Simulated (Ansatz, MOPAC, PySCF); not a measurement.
System: B$_{2}$N, net charge 0, doublet state. SMILES: [B][N][B]
Structure (B3LYP-D3(BJ)/def2-TZVP (Ansatz, a program for electronic structure) minimum search):
```
N
B 1 1.3108
B 1 1.3108 2 180.00
```
Charge 0, spin multiplicity 2.

Unscaled harmonic wavenumbers (cm⁻¹) in rising order, each level at the stationary point that it reaches from this structure (no distance between atoms moves by over 0.3 Å); the order of modes can differ between levels, and a negative number is imaginary. B3LYP-D3(BJ)/def2-TZVP (PySCF, at the structure above): 125, 125, 1211, 1346.

AM1 (MOPAC): -1420, 334, 334, 1418. Zero-point energy 3.0 against 4.0 kcal/mol; where all levels lie over 400 cm⁻¹, the wavenumbers are on average 1.054 times those of B3LYP-D3(BJ)/def2-TZVP. This level finds the structure a saddle point. The zero-point energy leaves imaginary modes out.

PM7 (MOPAC): 509, 509, 1274, 1284. Zero-point energy 5.1 against 4.0 kcal/mol; where all levels lie over 400 cm⁻¹, the wavenumbers are on average 0.954 times those of B3LYP-D3(BJ)/def2-TZVP.

HF/3-21G (Ansatz): 11, 277, 1130, 2008. Zero-point energy 4.9 against 4.0 kcal/mol; where all levels lie over 400 cm⁻¹, the wavenumbers are on average 1.492 times those of B3LYP-D3(BJ)/def2-TZVP.
